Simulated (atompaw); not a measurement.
## Before and after: PAW (atompaw) potential for molybdenum (Mo)

```json
{
 "Element": "molybdenum (Mo)",
 "Generator": "atompaw 4.2.0.5",
 "Type": "PAW",
 "Functional": "LDA (PW92)",
 "Relativity": "scalar-relativistic",
 "Frozen core": "[Ar] 3d10",
 "Valence charge": "14",
 "Reference configuration": "4s2 4p6 4d5 5s1 5p0",
 "Partial waves": "4s (bound): rc 1.40 bohr; 5s (bound): rc 1.95 bohr; 4p (bound): rc 1.85 bohr; 5p (bound, empty): rc 1.95 bohr; 4d (bound): rc 1.95 bohr; 4d channel at 3.05 Ry: rc 1.95 bohr",
 "Local potential": "troulliermartins scheme with l = 3 at 0 Ry, radius 1.50 bohr",
 "Core correction": "smooth core density matched at 1.95 bohr",
 "Augmentation charge": "gaussian compensation charge, radius 1.50 bohr; PAW radius 1.95 bohr; waves and projectors: custom polynom2 7 10 vanderbiltortho"
}
```

Change: local potential troulliermartins scheme with l = 3 at 0 Ry, radius 1.06 bohr.

Cutoffs: the cutoffs (Ry, on a coarse ladder) from which the occupation-weighted sum of valence levels, in a spherical-Bessel basis at the reference potential, stays within 10 and 1 mRy of its value at 400 Ry; they do not see the model core or the augmentation charge, which bear on the density cutoff.

Q: What does the change do?

A: The potential gets harder (25 Ry and 35 Ry → 25 Ry and 70 Ry); a bound ghost appears in s, which as a rule spoils a file. A state that the projectors do not describe sees the local part alone, so a deeper or shallower local part can create or remove a ghost.

| quantity | base | changed |
| --- | --- | --- |
| cutoff, loose | 25 Ry | 25 Ry |
| cutoff, tight | 35 Ry | 70 Ry |
| bound ghosts | none | s |
| s: phases at 1.96 bohr within 0.05 rad from the reference energy up to (Ry; the scan ends near 5) | to the end of the scan | to the end of the scan |
| p: phases at 1.96 bohr within 0.05 rad from the reference energy up to (Ry; the scan ends near 5) | 2.9 | 2.6 |
| d: phases at 1.96 bohr within 0.05 rad from the reference energy up to (Ry; the scan ends near 5) | to the end of the scan | to the end of the scan |
| lowest overlap eigenvalue by channel | s 0.37, p 0.84, d 0.90 | s 0.27, p 0.85, d 0.89 |

 A true bound ghost makes a file unfit for plane-wave use even where its test errors are small: the radial tests pick states by their node count and pass the ghost by. The cutoffs see the waves, projectors and local potential, not the compensation charge or the core.
